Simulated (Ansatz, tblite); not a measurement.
Isomers of B6P6 (singlet), found by a short tight-binding search and relaxed with PBE-D4/def2-SVP in Ansatz.

The xTB rows come from tblite.

Other spin states weren't relaxed.

A:

```xyz
12

B    -0.879    0.684   -1.771
B     1.139    0.207    0.073
B    -0.863    0.101    0.742
B     0.041   -1.236   -0.026
B     0.486   -0.917    1.427
B     0.198    0.871    1.732
P     1.013    0.461   -1.905
P    -0.113   -1.570   -1.913
P     2.107    1.271    1.344
P    -2.221    0.804   -0.395
P     1.261   -0.103    2.989
P    -2.170   -0.573   -2.296
```

B:

```csv
atom,x (Å),y (Å),z (Å)
B1,0.832,-0.045,-1.700
B2,0.013,2.021,0.062
B3,0.418,-1.541,0.189
B4,-0.198,1.143,-1.290
B5,-1.103,-1.677,0.767
B6,0.633,1.008,1.470
P7,1.702,-0.529,1.285
P8,-1.262,-0.553,-1.021
P9,-2.797,-1.258,0.600
P10,1.863,1.006,-0.396
P11,-0.543,2.342,1.791
P12,0.442,-1.916,-1.758
```

Problem. Estimate which lies lowest at each level, and how far above it the others are (kJ/mol).

Solution. 
```
              level    A      B
           GFN1-xTB  0.0  136.8
           GFN2-xTB  0.0  120.1
   PBE-D4/def2-TZVP  0.0  148.0
r2SCAN-D4/def2-TZVP  0.0  146.9
  PBE0-D4/def2-TZVP  0.0  160.3
```
Point groups (tolerance 0.1 Å): A not assigned, B not assigned. Lower isomers may exist.
